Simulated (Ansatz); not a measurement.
Calculated with Ansatz (gas phase, PBE0-D4/def2-TZVP geometries, no zero-point term in ΔE). CCSD(T)/CBS is the MP2 limit (def2-TZVPP, def2-QZVPP) plus CCSD(T) − MP2 in def2-TZVPP, frozen cores. DFT in def2-TZVPP. B3LYP here is the variant with VWN-RPA as its local correlation; programs differ in this. def2 core potentials past Kr. For Sn, Zr outer-core shells are correlated without core-valence functions, which leaves a few kJ/mol of doubt a bond. One conformer a species, not always the lowest.

Consider the redistribution: `CC(C)[NH][Sn]([Cl])([Cl])[Cl]` + `CC(C)(C)[NH][Zr]([F])([F])[F]` → `CC(C)(C)[NH][Sn]([Cl])([Cl])[Cl]` + `CC(C)[NH][Zr]([F])([F])[F]`.

`CC(C)[NH][Sn]([Cl])([Cl])[Cl]`:

```xyz
16

C     1.092    0.858    0.532
C    -0.047    0.608   -0.436
C    -1.003    1.788   -0.485
N    -0.804   -0.575   -0.015
Sn    0.128   -2.311    0.296
Cl    1.934   -2.677   -1.105
Cl    0.934   -2.498    2.440
Cl   -1.425   -3.980   -0.030
H     1.636    1.763    0.255
H     0.712    0.974    1.550
H     1.820    0.039    0.529
H     0.380    0.471   -1.440
H    -1.430    1.971    0.504
H    -0.482    2.689   -0.815
H    -1.824    1.603   -1.183
H    -1.620   -0.724   -0.597
```

`CC(C)(C)[NH][Zr]([F])([F])[F]`:

```xyz
19

C     1.232    0.523   -0.439
C    -0.087    0.452    0.325
C    -0.977    1.626   -0.073
C     0.184    0.484    1.826
N    -0.744   -0.806   -0.031
Zr   -0.105   -2.244   -1.284
F    -1.455   -3.587   -1.271
F     1.580   -2.924   -0.680
F     0.149   -1.510   -3.034
H     1.764    1.447   -0.208
H     1.893   -0.307   -0.165
H     1.064    0.509   -1.521
H    -0.505    2.579    0.180
H    -1.174    1.611   -1.147
H    -1.936    1.577    0.450
H     0.822   -0.352    2.118
H    -0.751    0.412    2.388
H     0.678    1.415    2.116
H    -1.632   -0.906    0.451
```

`CC(C)(C)[NH][Sn]([Cl])([Cl])[Cl]`:

```xyz
19

C    -1.441   -0.017   -0.416
C    -0.224   -0.303    0.452
C    -0.050    0.799    1.495
C    -0.391   -1.653    1.145
N     0.954   -0.420   -0.418
Sn    1.325    0.821   -1.930
Cl    0.808    3.059   -1.630
Cl    0.204    0.189   -3.836
Cl    3.588    0.658   -2.336
H    -2.347   -0.003    0.192
H    -1.369    0.966   -0.896
H    -1.555   -0.778   -1.191
H    -0.917    0.852    2.158
H     0.833    0.609    2.111
H     0.071    1.774    1.016
H    -1.257   -1.638    1.812
H    -0.526   -2.446    0.409
H     0.491   -1.890    1.747
H     1.802   -0.578    0.116
```

`CC(C)[NH][Zr]([F])([F])[F]`:

```xyz
16

C    -0.520   -1.540    1.165
C     0.004   -0.901   -0.111
C    -1.110   -0.210   -0.880
N     1.058    0.063    0.176
Zr    1.118    2.023   -0.279
F     1.005    2.249   -2.176
F    -0.384    2.916    0.503
F     2.767    2.672    0.418
H    -0.963   -0.781    1.815
H    -1.281   -2.292    0.941
H     0.285   -2.033    1.717
H     0.414   -1.695   -0.752
H    -0.744    0.219   -1.819
H    -1.903   -0.915   -1.135
H    -1.565    0.584   -0.276
H     1.821   -0.361    0.694
```

```
             level  ΔE (kJ/mol)  difference from CCSD(T)/CBS
       LDA (SPW92)         -0.9                         -0.6
           PBE0-D4          0.0                          0.3
      CAM-B3LYP-D4          0.4                          0.7
           ωB97X-V          0.1                          0.4
            B2PLYP          2.1                          2.4
             B3LYP          2.9                          3.2
       HF/def2-SVP          0.3                          0.6
SCS-MP2/def2-TZVPP          1.5                          1.8
    MP2/def2-QZVPP          0.2                          0.5
      HF/CBS(def2)          3.5                          3.8
       CCSD(T)/CBS         -0.3                            0
```

Largest T1 diagnostic among the species: 0.015.

Leaving LDA and LC-ωPBE aside and taking each functional with its dispersion term where it has one, the values, not all of them listed here, spread over 2.2 kJ/mol, from ωB97M-V to B2PLYP.
